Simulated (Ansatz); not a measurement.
Consider the redistribution: `C[O][Hf]([F])([SeH])[O]C` + `[F][AlH][NH][SiH3]` → `[SiH3][NH][AlH][SeH]` + `C[O][Hf]([F])([F])[O]C`.

Computed with Ansatz on PBE0-D4/def2-TZVP structures; ΔE is electronic, products minus reactants. CCSD(T)/CBS adds triple-zeta CCSD(T) − MP2 to the extrapolated MP2 energy (def2 sets, frozen cores). DFT in def2-TZVPP. B3LYP here is the variant with VWN-RPA as its local correlation; programs differ in this. def2 core potentials past Kr. For Hf, Se outer-core shells are correlated without core-valence functions, which leaves a few kJ/mol of doubt a bond. Scalar relativity is left out up to krypton. Each species was taken in one conformer, which may not be the lowest.

```csv
level,ΔE (kJ/mol),difference from CCSD(T)/CBS
PBE0-D4,-12.9,-9.9
B3LYP-D4,-9.5,-6.5
ωB97M-V,-9.5,-6.5
PBE,-14.2,-11.2
r2SCAN,-10.6,-7.6
B3LYP,-7.0,-4.0
MP2/def2-TZVPP,1.5,4.5
SCS-MP2/def2-TZVPP,-0.4,2.6
CCSD/def2-TZVPP,-2.5,0.5
CCSD/CBS(def2),-3.7,-0.7
CCSD(T)/CBS,-3.0,0
```

Largest T1 diagnostic among the species: 0.015.
